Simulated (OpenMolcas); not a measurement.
# Nd3+: moving the ligands

Nd3+ with 6 ligands (fluoride) in trigonal prismatic coordination (D3h) at 2.29 Å, a polar angle of 46.2° against the regular 49.1°. A charge of +0.5 e stands 2.4 Å behind each ligand. Ligand basis ANO-RCC-VDZP.

```json
{"Program": "OpenMolcas 26.06", "Method": "CASSCF", "Basis": "ANO-RCC-VDZP [7s6p4d2f1g]", "Scalar Hamiltonian": "DKH2, point nucleus", "Active space": "3 electrons in 7 orbitals (4f)", "State averaging": "2S+1 = 4 odd, 35 roots (30 in the spin-orbit step); 2S+1 = 2 odd, 43 roots kept (CI in the orbitals of an earlier block)", "Spin-orbit coupling": "RASSI with atomic mean-field integrals over the reference wave functions"}
```

Runs around this geometry, states (labels of D3, the rotations of D3h). Energies in cm-1 above the lowest state or level, χT in cm3 K/mol.

```
R (Å)  Ground state  First state of that spin  First gap with spin-orbit (degeneracies)  Width of lowest J  χT at 300 K
 2.23            4E                  4E 230.7                               75.8 (2, 2)                420        1.608
 2.29            4E                     181.0                               47.9 (2, 2)                377        1.631
  2.4            4E                     102.9                               10.9 (2, 2)                312        1.657
```

Taking the width of the lowest J multiplet as R^-n, n = -ln(312 / 420) / ln(2.4 / 2.23) = 4.0 between the shortest and longest distance.

High states are left out of the spin-orbit mixing, which shifts the levels that they would mix with. Without dynamic correlation the ligand-field splitting of an f shell can come out too small, at times by half. No measured value stands beside these numbers; the geometry was imposed, not optimised, and the real ion may take another.
